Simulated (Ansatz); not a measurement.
The cluster HAu2⁺ (the lowest singlet isomer of a short search), 3 atoms. Hardware: 4 threads of Arm Neoverse V1 on a shared host.

In the def2 sets Au takes a core potential; there is no spin–orbit coupling. Correlated methods freeze no core orbitals; core or outer-core shells of Au are correlated, in sets that lack core-valence functions.

Task: How many basis functions does each of these Ansatz runs have, and roughly what does it cost? PBE0-D4/def2-TZVP, charge 1 triplet, energy, from earlier orbitals; RPA@PBE/def2-TZVP, charge 1 triplet, energy, from earlier orbitals; MP2/def2-TZVP, charge 1 quintet, energy, from earlier orbitals; PBE0-D4/def2-SVP, charge 1 unrestricted singlet, energy with a search over starts; PBE-D4/def2-SVP, charge 1 singlet, energy, from earlier orbitals; r2SCANh-D4/def2-TZVP, charge 1 singlet, energy, from earlier orbitals; CCSD(T)/def2-TZVPP, charge 1 singlet, energy, from earlier orbitals; r2SCANh-D4/def2-TZVP, charge 1 triplet, energy, from earlier orbitals; r2SCAN-D4/def2-TZVP, charge 1 triplet, energy, from earlier orbitals; RPA@PBE/def2-TZVP, charge 1 quintet, energy, from earlier orbitals; r2SCAN-D4/def2-TZVP, charge 0 doublet at the geometry of the charge 1 singlet, energy, from earlier orbitals; B97M-V/def2-TZVP, charge 1 triplet, energy, from earlier orbitals.

Result: Other jobs shared the machine, so times can vary by a factor of up to 3. A dash marks memory too small to be measured apart from the calling script's.

| run | functions | fitting or Cholesky vectors | wall time | peak host memory (GiB) |
| --- | --- | --- | --- | --- |
| PBE-D4/def2-SVP, charge 1 singlet, energy, from earlier orbitals | 69 | 698 | 0.6 s | – |
| MP2/def2-TZVP, charge 1 quintet, energy, from earlier orbitals | 86 | 800 | 0.7 s | – |
| PBE0-D4/def2-SVP, charge 1 unrestricted singlet, energy with a search over starts | 69 | 705 | 1.1 s | – |
| r2SCANh-D4/def2-TZVP, charge 1 singlet, energy, from earlier orbitals | 86 | 760 | 1.4 s | – |
| RPA@PBE/def2-TZVP, charge 1 triplet, energy, from earlier orbitals | 86 | 800 | 1.8 s | – |
| RPA@PBE/def2-TZVP, charge 1 quintet, energy, from earlier orbitals | 86 | 800 | 2 s | – |
| PBE0-D4/def2-TZVP, charge 1 triplet, energy, from earlier orbitals | 86 | 800 | 2.3 s | – |
| r2SCAN-D4/def2-TZVP, charge 1 triplet, energy, from earlier orbitals | 86 | 760 | 2.5 s | – |
| r2SCAN-D4/def2-TZVP, charge 0 doublet at the geometry of the charge 1 singlet, energy, from earlier orbitals | 86 | 760 | 2.6 s | – |
| r2SCANh-D4/def2-TZVP, charge 1 triplet, energy, from earlier orbitals | 86 | 760 | 2.7 s | – |
| B97M-V/def2-TZVP, charge 1 triplet, energy, from earlier orbitals | 86 | 760 | 4.1 s | – |
| CCSD(T)/def2-TZVPP, charge 1 singlet, energy, from earlier orbitals | 126 | 873 | 9.5 s | 0.67 |
